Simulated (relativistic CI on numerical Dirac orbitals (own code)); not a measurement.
# Line list: Forbidden lines, Zr I

Method of calculation: Dirac-Coulomb-Breit CI, KLI orbitals optimised for each configuration, QED by a radiative potential, valence Slater integrals scaled by 0.85, configuration energies shifted to the measured levels that pair with them (semi-empirical) (own radial code, finite nucleus).

Configuration list (outside the closed core [Kr]): 4d²5s², 4d³5s, 4d²5s5p, 4d³5p, 4d⁴, 4d²5p², 4d5s²5p, 4d²5s5d, 5s²5p², 4d²5s5f, 4d²5s5g, 4d5s²6p, 4d³5d, 4d5s²4f, 4d²5s6s, 4d5s5p², 4d³4f, 4d5s²7s, 4d³6s, 4d5s²6d, 4d²5s6p, 4d5s²7p, 4d5s²5g, 4d³5g, 4d²5p6s, 4d²5d², 5s²5p5g, 4d5s²5f, 4d5s²6s, 4d³5f. Levels of other configurations are missing.

```
λ vac (nm)           Lower            Upper  Type   A (s⁻¹)  E lower (eV)  E upper (eV)
    1940.0  4d²5s² ³F2 [1]  4d²5s² ¹D2 [11]    M1  1.08e-02        0.0000        0.6391
    2151.9  4d²5s² ³F3 [2]  4d²5s² ¹D2 [11]    M1  1.91e-02        0.0629        0.6391
    2331.4  4d²5s² ³F2 [1]   4d²5s² ³P1 [6]    E2  1.04e-04        0.0000        0.5318
    2331.4  4d²5s² ³F2 [1]   4d²5s² ³P1 [6]    M1  1.10e-04        0.0000        0.5318
    2412.5  4d²5s² ³F2 [1]   4d²5s² ³P0 [4]    E2  2.91e-04        0.0000        0.5139
    2644.4  4d²5s² ³F3 [2]   4d²5s² ³P1 [6]    E2  1.36e-04        0.0629        0.5318
```

Terms are leading LS components. Brackets give the number of a level in order of energy, since labels repeat. The list gives strong lines, with weight on those to low levels, without configurations that were not tied to measured data, among the lowest 400 of 2394 levels, so that lines to higher ones, which can be the strongest, are missing, and without lines across small gaps between configurations, and without 70 lines that miss the measured interval by over 3.5 %, start from a term whose rates miss tabulated ones by over 60 %, have gauges far apart or, lacking measured levels, span too small a gap for the errors found; lines with a level outside our table were not tested and can miss by more. Levels whose partners in the same complex of configurations lie outside the list can be far off, and so can their lines. Rates are taken at the computed energies, electric ones in the length gauge.

Configurations whose levels could be paired with our table of measured levels were shifted onto them, all but the ground configuration, by the median error of their levels; single terms can still be off by 1,000 to 2,000 cm⁻¹ or more, and rates follow the energies as ν³ (E1, M1) or ν⁵ (E2). The others borrow a shift and can be off by several thousand cm⁻¹ or more. The fine structure of a lone outer electron comes out too small, for d and f at times inverted, and misplaced configurations move strength between like terms. 50 of the 62 excited levels that our extract of the measured tables holds in this range could be paired (the sources list more); they are missed by 598 cm⁻¹ on average and 8554 at most, after the shifts were fitted to these levels, and levels without a partner can miss by more. Some levels of the ground configuration have no partner and can miss by 10 % or more.

LS names give the leading component of a level, which can be under half, so a name can repeat, a term be missing and a line seem to break the LS rules.
